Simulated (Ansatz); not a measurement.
Total energies of `[CH3][Al-]([Cl])([Cl])[NH2+][SiH3]`.

Cartesian coordinates in Å:
```
C -1.484 -0.616 -1.126
Al -0.077 -1.388 -0.024
Cl 1.690 -2.064 -1.022
Cl -0.686 -2.621 1.611
N 0.779 0.116 1.041
Si 0.773 1.730 0.256
H -1.106 0.101 -1.861
H -1.981 -1.411 -1.689
H -2.255 -0.120 -0.529
H 0.319 0.121 1.950
H 1.726 -0.226 1.198
H 1.264 1.535 -1.122
H 1.664 2.640 1.015
H -0.625 2.204 0.303
```

Total charge 0; spin multiplicity 1. Geometry: relaxed with PBE0-D4/def2-TZVP. It is one conformer, not always the lowest. Basis def2-TZVPP, Ansatz 0.2.0.

RPA on PBE orbitals: Hartree–Fock energy of these orbitals -1547.06294 Eh, correlation -1.68548 Eh (frozen core).

```csv
functional,energy without D4 (Eh),D4 term (kJ/mol)
LDA (SPW92),-1544.23264,–
PBE,-1549.48678,-40.6
revPBE,-1549.96423,-104.5
BLYP,-1550.22408,-85.2
r2SCAN,-1550.12620,-10.6
B97M-V,-1549.91911,–
PBE0,-1549.63509,-35.3
B3LYP,-1550.37268,-65.2
r2SCANh,-1550.11708,-11.4
r2SCAN0,-1550.10461,-12.7
BHLYP,-1550.24059,-53.9
LC-ωPBE,-1549.81793,–
B2PLYP,-1549.71271,–
PBE-QIDH,-1549.29351,–
```

Task: Give the same for HSE06 (plane-wave form), CAM-B3LYP, ωB97X-V, ωB97M-V. (An estimate is asked.)

Result: Computed: 
```
             functional  energy without D4 (Eh)  D4 term (kJ/mol)
HSE06 (plane-wave form)             -1549.60105             -33.3
              CAM-B3LYP             -1550.28496             -36.6
                ωB97X-V             -1550.04814                 –
                ωB97M-V             -1550.15978                 –
```

B3LYP takes the VWN-RPA correlation (the form of Gaussian; ORCA's B3LYP/G). HSE06 is the plane-wave form, built on full-range PBE exchange. The double hybrids freeze the cores in their second-order part.

LC-ωPBE has ω = 0.4 bohr⁻¹.
